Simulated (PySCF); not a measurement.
Spectrum to structure. Method used: PySCF 2.14.0, density-fitted response routines, TDDFT B3LYP/def2-SVPD, vertical, gas phase, core orbitals frozen in the response. Geometries: GFN2-xTB, one conformer each.

```csv
state,E (eV),f,"main configurations (H = HOMO, L = LUMO)"
S1,6.11,0.0074,H→L (96%)
S2,6.53,0.112,"H-1→L (78%), H-2→L (11%)"
S3,6.66,0.060,"H-2→L (70%), H→L+1 (18%)"
S4,6.70,0.043,"H→L+1 (74%), H-2→L (12%), H-1→L (8%)"
S5,6.76,0.012,"H→L+2 (53%), H→L+3 (24%)"
S6,6.91,0.012,H-1→L+1 (84%)
S7,6.97,0.0099,H-3→L (93%)
S8,7.16,0.024,"H→L+3 (35%), H→L+2 (29%), H→L+4 (26%)"
```

Question: Which structure fits? All have the formula CH9ClSi3.
A. `[SiH3][SiH2][SiH2]CCl`
B. `[SiH3]C([SiH3])[SiH2]Cl`
C. `C[SiH2][Si@H]([SiH3])Cl`

Answer: A. Its S1 lies at 6.11 eV; the nearest of the others has S1 at 5.39 eV. S1 is HOMO→LUMO (96%). Löwdin shares by element: HOMO chlorine 56%, carbon 21%, silicon 12% or more; LUMO silicon 60%, hydrogen 9% or more (atoms not listed hold the other 31%). At the same level the other candidates give, for their lowest levels:
- `[SiH3]C([SiH3])[SiH2]Cl`: 7.03 eV (f 0.015); 7.18 eV (f 0.004); 7.34 eV (f 0.037); 7.49 eV (f 0.020); 7.53 eV (f 0.010); T1 6.75 eV; HOMO -8.41, LUMO -0.39 eV
- `C[SiH2][Si@H]([SiH3])Cl`: 5.39 eV (f 0.004); 5.92 eV (f 0.006); 6.22 eV (f 0.137); 6.71 eV (f 0.017); 6.80 eV (f 0.032); T1 4.92 eV; HOMO -7.67, LUMO -1.29 eV

The values belong to the conformer `[SiH3:1][SiH2:2][SiH2:3][CH2:4][Cl:5]`: Si1–Si2–Si3–C4 32°, Si2–Si3–C4–Cl5 54°.
Triplets come from the Tamm–Dancoff approximation.
